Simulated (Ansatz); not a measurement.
Two isomers of C2H6SeSi: A = `C=C([SiH3])[SeH]`, B = `[SeH]C1C[SiH2]1`.

Isolated molecules relaxed with PBE0-D4/def2-TZVP in Ansatz; ΔE leaves out vibrations. CCSD(T)/CBS adds triple-zeta CCSD(T) − MP2 to the extrapolated MP2 energy (def2 sets, frozen cores). DFT in def2-TZVPP. B3LYP here is the variant with VWN-RPA as its local correlation; programs differ in this. For Se outer-core shells are correlated without core-valence functions, which leaves a few kJ/mol of doubt a bond. Scalar relativity is left out up to krypton. One conformer a species, not always the lowest.

A:

Z-matrix (Å, degrees):
```
Si
C 1 1.863
H 1 1.487 2 109.4
H 1 1.486 2 110.2 3 -118.8
H 1 1.486 2 109.1 3 120.2
Se 2 1.908 1 117.4 3 56.8
C 2 1.332 1 122.7 3 -127.1
H 6 1.469 2 95.4 1 -22.5
H 7 1.085 2 120.4 1 0.5
H 7 1.087 2 123.1 1 -179.3
```

B:

Z-matrix (Å, degrees):
```
C
C 1 1.544
Si 1 1.850 2 65.2
Se 1 1.929 2 115.0 3 114.7
H 1 1.085 2 114.8 3 -112.0
H 2 1.085 1 115.8 3 113.2
H 2 1.085 1 116.1 3 -110.8
H 3 1.475 1 118.6 2 106.3
H 3 1.478 1 118.4 2 -105.3
H 4 1.469 1 97.0 2 -136.7
```

Question: Which isomer does CCSD(T)/CBS put lower? Give the gap. (An estimate is asked.)

Answer: Ansatz gave: A, by 10.1 kcal/mol.

Question: Give E(B) − E(A) in kcal/mol with B2PLYP, PBE0-D4, PBE-D4, B3LYP, MP2/def2-TZVPP, CCSD/def2-TZVPP, CCSD(T)/def2-TZVPP. (Estimate.)

Answer: Computed: B2PLYP 11.1, PBE0-D4 6.6, PBE-D4 7.7, B3LYP 12.0, MP2/def2-TZVPP 8.4, CCSD/def2-TZVPP 10.6, CCSD(T)/def2-TZVPP 10.6. None reverses the order clearly.

Largest T1 diagnostic: 0.011.

From PBE to PBE0 (25 % exact exchange), in def2-TZVPP and without D4, E(B) − E(A) moves by −1.0 kcal/mol. In def2-TZVPP, CCSD(T) changes the Hartree–Fock value by −5.2 kcal/mol (the triples alone add −0.0 kcal/mol) and MP2 by −7.4 kcal/mol.
